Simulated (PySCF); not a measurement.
Positional isomers: propene hydroxy+silyl. All species are isolated molecules in the gas phase. One relaxed conformer stands for each flexible species; it need not be the lowest. Strings in code marks are SMILES. All members: neutral, multiplicity 1. Level: PBE0-D3(BJ)/def2-TZVP (PySCF), beside PBE-D3(BJ)/def2-TZVP // PBE0-D3(BJ)/def2-TZVP (PySCF) at the same geometries. Delta-SCF ions had no search for a lower state.  The removal energy is E(N − 1 electrons) − E(N electrons) at the parent's geometry.

```tsv
species	vertical ionisation energy (Delta-SCF), PBE (eV)	vertical ionisation energy (Delta-SCF), PBE0-D3(BJ) (eV)
`O/C=C\C[SiH3]` (H–O–C–C torsion 4°, C–C–C–Si torsion -89°)	8.34	8.46
`C/C=C(/O)[SiH3]` (Si–C–O–H torsion 180°)	8.43	8.56
`C/C([SiH3])=C\O` (C–C–O–H torsion 180°)	8.48	withheld
`C/C=C(\O)[SiH3]` (Si–C–O–H torsion 180°)	8.54	8.66
`C=C(O)C[SiH3]` (C–C–O–H torsion 0°, O–C–C–Si torsion -69°)	8.55	8.64
`OC/C=C\[SiH3]` (H–O–C–C torsion 73°, O–C–C–C torsion 8°)	9.32	9.60
```

**Question.** Fit y = a + b·x, y being the vertical ionisation energy (Delta-SCF) at the first level, to the 5 complete rows by least squares, with x = the PBE value in eV. Give a, b and the rms residual, and predict the withheld value.

**Answer.** Means of the 5 rows: x̄ = 8.636, ȳ = 8.784 eV. Σ(x − x̄)² = 0.61452 and Σ(x − x̄)(y − ȳ) = 0.72448, so b = 1.179 and a = ȳ − b·x̄ = -1.398 eV. The rms residual is 0.025 eV. At x = 8.48 the line gives 8.60 eV. The run for `C/C([SiH3])=C\O` (C–C–O–H torsion 180°) gave 8.62 eV, so the line is off by 0.02 eV, within twice the rms residual.

Codes: PySCF.
